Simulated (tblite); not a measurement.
H₃O₃Si, doublet, geometry from GFN2-xTB; GFN1-xTB run with tblite.

Input for tblite:
```
$ tblite run mol.xyz --method gfn1 --charge 0 --spin 1 --guess eeq --json tblite.json --no-restart

# file mol.xyz
7

O     -0.84317475    -0.87603590    -0.91455838
Si    -0.16941596    -0.08038194     0.34291190
O     -0.28508537     1.51773913    -0.03316397
O      1.37066024    -0.57947772     0.49097699
H     -1.58178239    -0.47345656    -1.36288875
H      0.23413609     2.15205276     0.45211068
H      1.78026866    -1.05105329    -0.23602572
```

What the program printed (banner, timings and long lists left out):

```
xTB calculator
 | screened Coulomb repulsion
 | Coulomb electrostatics
 |  * isotropic Klopman-Ohno-Mataga-Nishimoto electrostatics
 |  * onsite third-order electrostatics
 | DFT-D3(BJ) dispersion correction

halogen bonding energy    0.0000000000000E+00 Eh
repulsion energy          1.0621370655829E-01 Eh
dispersion energy        -1.6519351603190E-03 Eh
number of electrons       2.5000000000000E+01 e
integral cutoff           2.8146159136829E+01 bohr

------------------------------------------------------------
  cycle        total energy    energy error   density error
------------------------------------------------------------
      1     -17.67579239612  -1.7780354E+01   4.9295869E-01
      2     -17.69127996801  -1.5487572E-02   2.8863260E-01
      3     -17.67591402426   1.5365944E-02   9.5731666E-02
      4     -17.69612147684  -2.0207453E-02   1.5861889E-02
      5     -17.69619447479  -7.2997949E-05   3.6242273E-03
      6     -17.69622258949  -2.8114699E-05   1.4668187E-03
      7     -17.69622658642  -3.9969316E-06   1.8855947E-04
      8     -17.69622668848  -1.0206477E-07   1.4525475E-05
------------------------------------------------------------

electronic energy        -1.7800788459881E+01 Eh
total energy             -1.7696226688483E+01 Eh

Post processing:
 | Mayer-Wiberg bond orders

[Info] JSON dump of results written to 'tblite.json'
```
